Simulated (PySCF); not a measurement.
`F[C@@H]1C[SiH2]C[SiH2]1`, C$_{3}$H$_{9}$FSi$_{2}$

Geometry:
```csv
atom,x (Å),y (Å),z (Å)
F1,0.032,1.140,1.660
C2,0.223,1.407,0.299
C3,-1.076,1.094,-0.433
Si4,-1.331,-0.793,-0.334
C5,0.459,-1.433,-0.328
Si6,1.519,0.131,-0.311
H7,0.510,2.469,0.209
H8,-0.974,1.386,-1.493
H9,-1.916,1.674,-0.017
H10,-2.050,-1.186,0.914
H11,-2.116,-1.298,-1.503
H12,0.678,-2.072,-1.196
H13,0.643,-2.028,0.580
H14,1.962,0.497,-1.694
H15,2.707,0.071,0.589
```

Computed, not measured: PySCF 2.14.0, GIAO LDA/cc-pVDZ magnetisability, rotational g tensor and spin-rotation constants, non-relativistic, gas phase. Geometry: PBE0-D3(BJ)/def2-SVP.

(1) Give the nuclear spin-rotation constants along the inertial axes (H = +C I·J) beside the isotropic shieldings.

## Answers

(1) Rotational constants 2.7639, 2.3037, 1.6288 GHz. A star marks the isotopologue with that one atom substituted, in its own axes.
| atom | isotope | Caa (kHz) | Cbb (kHz) | Ccc (kHz) | mean (kHz) | σ (ppm) |
| --- | --- | --- | --- | --- | --- | --- |
| F1 | 19F | 0.191 | 1.267 | 0.952 | 0.804 | 401.1 |
| H7 | 1H | 0.010 | -0.126 | -0.099 | -0.071 | 25.1 |
| H8 | 1H | -0.305 | -0.234 | 0.017 | -0.174 | 29.8 |
| H9 | 1H | -0.290 | 0.077 | -0.184 | -0.133 | 29.0 |
| H10 | 1H | -0.207 | -0.136 | 0.013 | -0.110 | 26.2 |
| H11 | 1H | 0.026 | -0.197 | -0.080 | -0.084 | 26.1 |
| H12 | 1H | -0.237 | -0.062 | -0.168 | -0.156 | 30.6 |
| H13 | 1H | -0.296 | -0.243 | -0.001 | -0.180 | 30.5 |
| H14 | 1H | -0.248 | -0.146 | 0.030 | -0.121 | 26.5 |
| H15 | 1H | -0.044 | -0.161 | -0.066 | -0.091 | 26.1 |
| C2 | 13C* | 0.807 | 0.596 | 0.285 | 0.563 | 101.7 |
| C3 | 13C* | 0.354 | 0.340 | 0.214 | 0.303 | 172.4 |
| Si4 | 29Si* | -1.508 | -1.132 | -0.946 | -1.195 | 425.1 |
| C5 | 13C* | 0.228 | 0.166 | 0.117 | 0.170 | 212.2 |
| Si6 | 29Si* | -1.396 | -1.164 | -1.004 | -1.188 | 422.8 |

For the geometry as given, no vibrational averaging.
